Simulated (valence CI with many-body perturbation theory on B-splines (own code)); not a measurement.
The numbers below are computed, except where a source is named.
**Ladder of approximations for Hf59+**

Level of theory: configuration interaction combined with many-body perturbation theory (CI+MBPT): three valence electrons over a frozen Dirac-Fock core [Ne], a basis of 11 s, 11 p, 9 d, 7 f, 5 g, 2 h, 1 i functions for each j, with the one-electron correlation potential Σ1, the two-electron term Σ2, the three-electron term Σ3, Breit, model QED; selected CI, second order for the rest (own B-spline code, finite nucleus).

No measured spectrum was set against this ion. As an estimate, large intervals hold to a few tenths of a per cent, small ones and those within an open d or f shell to about a per cent.

Each rung adds one term. CI alone is the Dirac-Coulomb CI over the frozen core; QED comes last and gives the full result, which names the levels. Energies are above (3s^2 3p1/2) J=1/2 on the same rung, in Ry.

Levels are named by their leading jj configuration (3d3/2^4 stands for four electrons in 3d with j = 3/2), which in mixed levels can hold well under half, so a name can repeat and another be missing. Letters in brackets count levels of one name in rising energy.

```csv
Level,CI alone,+ Σ1,+ Σ2,+ Σ3,+ Breit,Full
(3s 3p1/2^2) J=1/2,11.825,11.804,11.800,11.801,12.080,11.772
(3s^2 3p3/2) J=3/2,23.693,23.706,23.713,23.713,23.425,23.451
(3s 3p1/2 3p3/2) J=3/2 [a],33.364,33.357,33.378,33.381,33.365,33.088
(3s 3p1/2 3p3/2) J=5/2,34.710,34.703,34.714,34.716,34.645,34.371
(3s 3p1/2 3p3/2) J=3/2 [b],36.223,36.216,36.213,36.214,36.123,35.887
(3s 3p1/2 3p3/2) J=1/2,36.923,36.916,36.886,36.886,36.876,36.595
(3s^2 3d3/2) J=3/2,40.462,40.457,40.413,40.410,40.110,40.030
(3s^2 3d5/2) J=5/2,45.278,45.284,45.259,45.256,44.755,44.731
(3p1/2^2 3p3/2) J=3/2,47.851,47.824,47.818,47.821,47.934,47.458
(3s 3p1/2 3d3/2) J=3/2 [a],48.880,48.854,48.847,48.847,48.846,48.438
(3s 3p1/2 3d3/2) J=5/2,49.821,49.795,49.790,49.790,49.663,49.327
(3s 3p1/2 3d3/2) J=1/2,51.667,51.642,51.606,51.604,51.536,51.200
(3s 3p1/2 3d3/2) J=3/2 [b],52.131,52.106,52.066,52.062,51.999,51.642
(3s 3p1/2 3d5/2) J=5/2 [a],55.238,55.223,55.211,55.209,54.978,54.657
(3s 3p1/2 3d5/2) J=7/2,56.290,56.276,56.257,56.256,55.963,55.641
(3s 3p1/2 3d5/2) J=5/2 [b],56.999,56.985,56.963,56.958,56.702,56.379
(3s 3p1/2 3d5/2) J=3/2,57.327,57.311,57.273,57.270,57.078,56.738
(3s 3p3/2^2) J=5/2,57.979,57.984,57.999,58.000,57.671,57.421
(3s 3p3/2^2) J=1/2,60.594,60.599,60.594,60.594,60.310,60.058
(3s 3p3/2^2) J=3/2,61.125,61.131,61.103,61.103,60.793,60.538
(3p1/2^2 3d3/2) J=3/2,63.074,63.028,62.993,62.993,63.189,62.549
(3p1/2^2 3d5/2) J=5/2,69.569,69.534,69.485,69.483,69.513,68.886
(3p1/2 3p3/2^2) J=5/2,71.101,71.087,71.089,71.091,70.914,70.434
(3p1/2 3p3/2^2) J=3/2,71.407,71.392,71.368,71.370,71.307,70.765
(3p1/2 3p3/2^2) J=1/2,72.584,72.570,72.558,72.560,72.473,71.962
(3s 3p3/2 3d3/2) J=3/2 [a],73.518,73.505,73.493,73.492,73.128,72.814
(3s 3p3/2 3d3/2) J=1/2 [a],73.615,73.602,73.593,73.591,73.254,72.937
(3s 3p3/2 3d3/2) J=5/2 [a],73.814,73.802,73.782,73.782,73.428,73.078
(3s 3p3/2 3d3/2) J=7/2,74.070,74.058,74.051,74.048,73.607,73.300
(3s 3p3/2 3d3/2) J=3/2 [b],76.007,75.995,75.954,75.952,75.567,75.253
(3s 3p3/2 3d3/2) J=5/2 [b],76.993,76.980,76.926,76.924,76.544,76.216
```

(1) How does the ionisation energy move along the ladder, and which term matters most?

## Answers

(1) CI alone 6293.0, + Σ1 6294.2, + Σ2 6294.1, + Σ3 6294.0, + Breit 6285.0, + QED 6284.9 eV. The largest step is Breit, -9.0 eV. NIST lists 6284 ± 7 eV (theoretical).
